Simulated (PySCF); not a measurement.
# Solvent effects on NMR parameters

Atom-mapped SMILES (the numbers label the heavy atoms): `[C-:1]#[N+:2][c:3]1[cH:4][cH:5][cH:6][cH:7][cH:8]1`; H(Xn) means a hydrogen on atom n.

GIAO PBE0/pcSseg-1 in PySCF 2.14 on one PBE0-D3(BJ)/def2-SVP conformer, non-relativistic, equivalent nuclei averaged. Solvents enter as an IEF-PCM continuum (chloroform with ε = 4.7, acetone with ε = 20.5, dimethylsulfoxide with ε = 46.8) around the gas-phase geometry. Shifts are referred to TMS computed in the same medium.

Gas phase, δ in ppm: C1 193.6, C5/C7 134.8, C4/C8 134.0, C6 133.8, C3 132.2, H(C4)/H(C8) 7.56, H(C5)/H(C7) 7.54, H(C6) 7.46. Dipole moment 3.91 D.

Question: How does each δ change in the continuum?

Answer: 
```csv
atoms,environment,"Δδ, chloroform","Δδ, acetone","Δδ, dimethylsulfoxide"
C1,isocyanide carbon,-5.3,-6.8,-7.1
C5/C7,aromatic CH,+1.4,+2.0,+2.1
C4/C8,aromatic CH,+1.5,+2.0,+2.1
C6,aromatic CH,+2.7,+3.6,+3.8
C3,aromatic carbon bearing nitrogen,-0.5,-0.7,-0.7
H(C4)/H(C8),hydrogen on an aromatic CH,+0.20,+0.27,+0.28
H(C5)/H(C7),hydrogen on an aromatic CH,+0.22,+0.29,+0.30
H(C6),hydrogen on an aromatic CH,+0.25,+0.34,+0.36
```

Changes are relative to the gas phase. The dipole moment becomes 4.74 D in chloroform, 4.99 D in acetone, 5.04 D in dimethylsulfoxide.

Question: Which nuclei move most (in ppm), and what does the model miss?

Answer: C1 (isocyanide carbon, -7.1 ppm) in dimethylsulfoxide. A continuum only polarises the solute; specific hydrogen bonds, the anisotropy of aromatic solvents and changes of geometry or conformer are outside it.
